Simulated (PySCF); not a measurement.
Z-matrix (Å, degrees):
```
Si
F 1 1.5835
F 1 1.5835 2 107.82
F 1 1.5835 2 107.83 3 116.17
```
Charge 0, spin multiplicity 2.

Task: Estimate the highest occupied spin orbital, dipole moment and total energy that PBE-D3(BJ)/def2-TZVP // r2SCAN-D4/def2-TZVP (PySCF) returns for this input.

Result: 
| Property | Value |
|---|---|
| highest occupied spin orbital | -6.47 eV |
| dipole moment | 1.02 D |
| total energy | -588.8850 Ha |
